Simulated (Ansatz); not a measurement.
Species: CH$_{5}$GeO, charge 0, doublet. CH5GeO (SMILES [CH3][GeH][OH], doublet).
B3LYP-D3(BJ)/def2-TZVP minimum from Ansatz (a program for electronic structure):
```xyz
8

Ge     0.3170    -0.2434     0.0617
C     -1.4234    -0.5527    -0.8444
O      0.3837     1.4803     0.5993
H      0.3967    -1.0076     1.4167
H     -2.2223    -0.2432    -0.1682
H     -1.4852     0.0233    -1.7666
H     -1.5351    -1.6109    -1.0789
H      0.1735     2.1002    -0.1070
```
Charge 0, spin multiplicity 2.

Atomisation energy term by term, kcal/mol (programs: Ansatz). Open shells are spin-unrestricted; no spin-orbit coupling. Cores are frozen in correlated methods (noble-gas shells, and filled d and f shells in the p block). No relativity. CBS(X,Y): correlation extrapolated as X^-3, Hartree-Fock from the larger set. A bracket is a step between two methods taken in the basis named. For partners of very few electrons the exact lower level stands in for a higher one.

```json
[
 {"term": "Hartree-Fock", "basis": "cc-pVQZ", "kcal/mol": "456.22"},
 {"term": "CCSD correlation", "basis": "CBS(cc-pVTZ,cc-pVQZ)", "kcal/mol": "167.15"},
 {"term": "(T)", "basis": "CBS(cc-pVTZ,cc-pVQZ)", "kcal/mol": "9.85"},
 {"term": "CCSDT(Q) - CCSD(T)", "basis": "cc-pVDZ", "kcal/mol": "0.81"},
 {"term": "sum: De", "basis": "", "kcal/mol": "634.0"}
]
```
